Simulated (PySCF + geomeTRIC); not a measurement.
A geometry relaxed with B3LYP-D3(BJ)/def2-TZVP (PySCF + geomeTRIC), charge 0, multiplicity 1:

```xyz
10

H     -1.3677    -1.4879     0.3906
H      1.8631     1.1063    -0.4894
C     -0.9028    -0.5188     0.5472
H     -1.6135     1.4076    -1.0674
C      0.3058    -0.2248    -0.3728
B     -1.0183     0.5352    -0.5419
H     -0.8480    -0.2355     1.5935
H      0.6073    -1.0560    -1.0101
H      1.9628     0.0956     0.8080
N      1.3269     0.6177     0.2155
```

Task: Write the SMILES of this molecule.

Result: `N[C@@H]1BC1`
